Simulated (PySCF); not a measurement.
How neighbours change a Al atom

Gas-phase molecules, one conformer each, optimised by PBE0-D3(BJ)/def2-SVP. No frequency run checks that these structures are minima. Shifts by GIAO PBE0/pcSseg-1 against computed AlH4-. Core levels by delta-SCF with SCAN, pcX-2 on the ionised atom and pcseg-1 elsewhere, spin-free X2C (2p3/2 is the spin-free 2p value less a third of a first-order spin-orbit splitting); from the vacuum level. Excitations by CAM-B3LYP/def2-SVPD.

Problem. Order these by the lowest singlet (eV), lowest first.
A. [NH3+][Al]([O][SiH3])[O][SiH3] (Al bonded to 1 N + 2 O)
B. [SiH3][O][Al]([O][SiH3])[O][SiH3] (Al bonded to 3 O)
C. [F][Al]([O][SiH3])[O][SiH3] (Al bonded to 1 F + 2 O)
D. [SiH3][O][Al]([Cl])[O][SiH3] (Al bonded to 1 Cl + 2 O)

Solution. A (6.3), B (6.6), D (6.67), C (6.74).

Problem. Give the other values.

Solution. 
```csv
structure (SMILES),Al bonded to,shift of Al (ppm),core level of Al (eV),lowest singlet (eV)
[SiH3][O][Al]([Cl])[O][SiH3],1 Cl + 2 O,9.5,81.79,6.67
[NH3+][Al]([O][SiH3])[O][SiH3],1 N + 2 O,-0.8,86.40,6.30
[F][Al]([O][SiH3])[O][SiH3],1 F + 2 O,-13.8,81.87,6.74
[SiH3][O][Al]([O][SiH3])[O][SiH3],3 O,-14.8,81.24,6.60
```

The geometry optimisation stopped short of its threshold.
